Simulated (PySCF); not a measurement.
# CaSb: one state, many levels of theory

State: ⁴Σ⁻ (quartet), unpaired electrons σ ↑, π ↑↑. Set-up: PySCF, spin-free X2C with a Gaussian nucleus, basis sets Ca x2c-SVPall, Sb x2c-SVPall. De refers to Ca + Sb in their high-spin ground configurations, without counterpoise correction. The functionals are run spin-unrestricted. A positive dipole means Ca(−)Sb(+).

```json
{"Level": "UHF", "Re (Å)": "3.178", "ωe (cm⁻¹)": "173", "De (eV)": "0.448", "μ (D)": "-4.33", "CPU s a point (SCF and correlation, without the integrals)": "0.3"}
{"Level": "UHF-MP2", "Re (Å)": "3.180", "ωe (cm⁻¹)": "162", "De (eV)": "0.421", "μ (D)": "n/a", "CPU s a point (SCF and correlation, without the integrals)": "0.47"}
{"Level": "UHF-SCS-MP2", "Re (Å)": "3.198", "ωe (cm⁻¹)": "158", "De (eV)": "0.346", "μ (D)": "n/a", "CPU s a point (SCF and correlation, without the integrals)": "n/a"}
{"Level": "UHF-CCSD", "Re (Å)": "3.216", "ωe (cm⁻¹)": "149", "De (eV)": "0.384", "μ (D)": "n/a", "CPU s a point (SCF and correlation, without the integrals)": "n/a"}
{"Level": "UHF-CCSD(T)", "Re (Å)": "3.221", "ωe (cm⁻¹)": "148", "De (eV)": "0.423", "μ (D)": "n/a", "CPU s a point (SCF and correlation, without the integrals)": "5.1"}
{"Level": "PBE", "Re (Å)": "3.077", "ωe (cm⁻¹)": "178", "De (eV)": "1.16", "μ (D)": "-2.93", "CPU s a point (SCF and correlation, without the integrals)": "0.74"}
{"Level": "r²SCAN", "Re (Å)": "3.081", "ωe (cm⁻¹)": "185", "De (eV)": "1.26", "μ (D)": "-3.80", "CPU s a point (SCF and correlation, without the integrals)": "0.98"}
{"Level": "M06-L", "Re (Å)": "3.109", "ωe (cm⁻¹)": "178", "De (eV)": "1.01", "μ (D)": "-2.67", "CPU s a point (SCF and correlation, without the integrals)": "1"}
{"Level": "r²SCANh", "Re (Å)": "3.083", "ωe (cm⁻¹)": "184", "De (eV)": "1.22", "μ (D)": "-3.85", "CPU s a point (SCF and correlation, without the integrals)": "1.2"}
{"Level": "PBE0", "Re (Å)": "3.081", "ωe (cm⁻¹)": "181", "De (eV)": "1.07", "μ (D)": "-3.40", "CPU s a point (SCF and correlation, without the integrals)": "1.9"}
{"Level": "BHandHLYP", "Re (Å)": "3.108", "ωe (cm⁻¹)": "178", "De (eV)": "0.87", "μ (D)": "-3.67", "CPU s a point (SCF and correlation, without the integrals)": "0.82"}
```

Which functional lies closest to UHF-CCSD(T) in De, which farthest, and by how much do they differ from it?

Closest is BHandHLYP (-11.3 pm in Re, +20.3 % in ωe, +0.45 eV in De against UHF-CCSD(T) in the same basis), farthest r²SCAN (-14.0 pm in Re, +25.0 % in ωe, +0.84 eV in De). CCSD(T) converges more slowly with the basis than the functionals do and binds too weakly in this one, so the order can change at the basis-set limit.

What does a quarter of exact exchange do here, going from PBE to PBE0?

PBE0 less PBE: +0.4 pm in Re, +1.7 % in ωe, -0.09 eV in De. Exact exchange removes part of the self-interaction that spreads semilocal densities, and in most molecules shortens and stiffens the bond and lowers De; here Re goes the other way.

What does the step from GGA to meta-GGA do here, going from PBE to r²SCAN?

r²SCAN less PBE: +0.4 pm in Re, +3.9 % in ωe, +0.10 eV in De. 

Correlated steps freeze 23 core orbitals. Correlated levels converge slowly with the basis: in double zeta they bind strong bonds too weakly, by up to about 1 eV, and carry superposition errors of some tenths. These are scalar-relativistic numbers at best; spin–orbit coupling would shift them, the dissociation energy most. Counting both spins, an empty level lies below a filled one in some of these solutions, because spin and occupation are held. The state is the lowest determinant that a PBE0 search found; another state may lie lower at other levels.

The whole job (state search and all levels along the bond) took about 3.5 min on 1 thread of Oxide Virtual Turin-like (shared host), peak memory 0.8 GiB.
